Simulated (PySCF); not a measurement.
## A search over the determinants of SbSe

Unrestricted PBE0; basis Sb def2-TZVPP with ECP28, Se def2-TZVPP; scalar-relativistic core potentials; PySCF 2.14. Outer shells of the fragments: Sb 4d10 5s2 5p3; Se 3d10 4s2 4p4.

Followed along the bond (rough minima from three points):

```json
{"2Ms+1": "2", "unpaired": "π ↑", "⟨S²⟩ at the start": "0.83", "R at minimum (Å)": "2.34", "Te (eV)": "0.00"}
{"2Ms+1": "4", "unpaired": "π ↑↑↑", "⟨S²⟩ at the start": "3.76", "R at minimum (Å)": "none in the scan", "Te (eV)": "≤ 1.29"}
{"2Ms+1": "2", "unpaired": "π ↑↑↓", "⟨S²⟩ at the start": "1.76", "R at minimum (Å)": "none in the scan", "Te (eV)": "≤ 1.61"}
{"2Ms+1": "6", "unpaired": "σ ↑, π ↑↑↑↑", "⟨S²⟩ at the start": "8.75", "R at minimum (Å)": "none in the scan", "Te (eV)": "≤ 4.52"}
```

Solutions found at the starting distance of 2.480 Å, counted from the lowest of them; the search is not exhaustive and high or unbound solutions are not listed, so other states can lie among these:

| 2Ms+1 | unpaired | term | E (eV) | ⟨S²⟩ | ⟨Lz²⟩ | μ (D) |
| --- | --- | --- | --- | --- | --- | --- |
| 2 | π ↑ | ²Π | 0.00 | 0.83 | 1.01 | -2.38 |
| 4 | π ↑↑↑ | ⁴Π | 1.12 | 3.76 | 1.01 | -0.69 |
| 2 | π ↑↑↓ | mixed | 1.44 | 1.76 | 3.03 | -0.67 |
| 4 | σ ↑, π ↑↑ | ⁴Σ⁻ | 2.20 | 3.76 | 0.00 | -1.97 |
| 2 | π ↑ | mixed | 2.56 | 0.75 | 3.02 | -0.67 |
| 2 | σ ↓, π ↑↑ | mixed | 2.60 | 1.77 | 0.00 | -1.95 |
| 4 | σ ↑, π ↑↑ | mixed | 3.99 | 3.76 | 2.01 | -0.34 |
| 2 | σ ↓, π ↑↑ | mixed | 4.38 | 1.77 | 2.01 | -0.22 |
| 4 | σ ↑, π ↑↑ | mixed | 4.40 | 3.76 | 2.01 | -0.73 |
| 4 | σ ↑↑, π ↑ | ⁴Π | 4.83 | 3.81 | 1.01 | -1.24 |
| 6 | σ ↑, π ↑↑↑↑ | ⁶Σ⁺ | 5.45 | 8.75 | 0.00 | 3.00 |
| 6 | σ ↑↑, π ↑↑↑ | ⁶Π | 5.69 | 8.76 | 1.01 | 0.94 |

A term symbol is given only where ⟨S²⟩ and ⟨Lz²⟩ are close to those of a pure state; real π, δ and φ orbitals otherwise mix terms. A positive dipole means Sb(−)Se(+).

Spin–orbit coupling is left out. Counting both spins, an empty level lies below a filled one in some of these solutions, because spin and occupation are held.
